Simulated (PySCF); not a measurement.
## Potential energy of SiTe along the bond

Set-up: basis Si x2c-SVPall, Te x2c-SVPall; spin-free X2C with a Gaussian nucleus; PySCF 2.14. Energies in eV from Si + Te in their ground configurations at the same level. State: ¹Σ⁺ (singlet), closed shell.

All columns are PBE0. A positive dipole means Si(−)Te(+).

```tsv
R (Å)	E (eV)	μ (D)	Mulliken charge on Si (basis-dependent)	HOMO (eV)	LUMO (eV)	Mayer bond order	⟨S²⟩
1.958	-3.033	0.52	0.01	-7.06	-1.83	2.53	0.00
2.049	-3.936	0.22	0.07	-7.19	-2.03	2.51	0.00
2.140	-4.430	-0.09	0.12	-7.28	-2.24	2.49	0.00
2.209	-4.603	-0.32	0.15	-7.33	-2.38	2.48	0.00
2.277	-4.648	-0.56	0.17	-7.19	-2.52	2.47	0.00
2.345	-4.594	-0.79	0.19	-7.04	-2.66	2.46	0.00
2.436	-4.410	-1.09	0.21	-6.86	-2.83	2.45	0.00
2.550	-4.057	-1.45	0.22	-6.66	-3.03	2.44	0.00
2.687	-3.530	-1.85	0.23	-6.45	-3.24	2.44	0.00
2.869	-2.759	-2.33	0.23	-6.22	-3.49	2.43	0.00
```

A fit through these points gives, at Re = 2.271 Å, μ = -0.54 D and dμ/dR = -3.41 D/Å; the reduced mass is 23.02 u.

Q: How strong is the fundamental in the double-harmonic approximation, I = 42.26·(dμ/dR)²/μred km/mol?

A: I = 42.26·(-3.41)²/23.02 = 21.3 km/mol at PBE0.

Spin–orbit coupling is left out, which matters for elements this heavy, above all for dissociation energies.
